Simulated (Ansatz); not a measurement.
`CN[SiH](N)[SiH3]` and `CN[SiH](C)N` differ in one atom or group.

Ansatz, PBE0-D4/def2-TZVP geometries, multiplicity 1. Each molecule was computed in one conformer, which needn't be the lowest.

```tsv
property	`CN[SiH](N)[SiH3]`
LUMO energy (PBE/def2-TZVPP) / eV	-0.51
size of the dipole moment (PBE/def2-TZVPP) / D	1.56
HOMO–LUMO gap (B3LYP/def2-TZVPP) / eV	6.39
HOMO energy (PBE0/def2-TZVPP) / eV	-6.46
LUMO energy (ωB97M-V/def2-TZVPP) / eV	1.95
HOMO energy (PBE/def2-TZVPP) / eV	-5.23
```

Task: What does the change do to each property? (Best estimate.)

Result: The calculation gave: 
```json
{"property": "LUMO energy (PBE/def2-TZVPP) / eV", "`CN[SiH](C)N`": "0.19", "shift": "0.70"}
{"property": "size of the dipole moment (PBE/def2-TZVPP) / D", "`CN[SiH](C)N`": "0.49", "shift": "-1.07"}
{"property": "HOMO–LUMO gap (B3LYP/def2-TZVPP) / eV", "`CN[SiH](C)N`": "6.94", "shift": "0.55"}
{"property": "HOMO energy (PBE0/def2-TZVPP) / eV", "`CN[SiH](C)N`": "-6.50", "shift": "-0.04"}
{"property": "LUMO energy (ωB97M-V/def2-TZVPP) / eV", "`CN[SiH](C)N`": "2.37", "shift": "0.42"}
{"property": "HOMO energy (PBE/def2-TZVPP) / eV", "`CN[SiH](C)N`": "-5.14", "shift": "0.09"}
```

Dipoles are sizes alone; their direction can turn.

B3LYP here is the variant with VWN-RPA as its local correlation; programs differ in this.
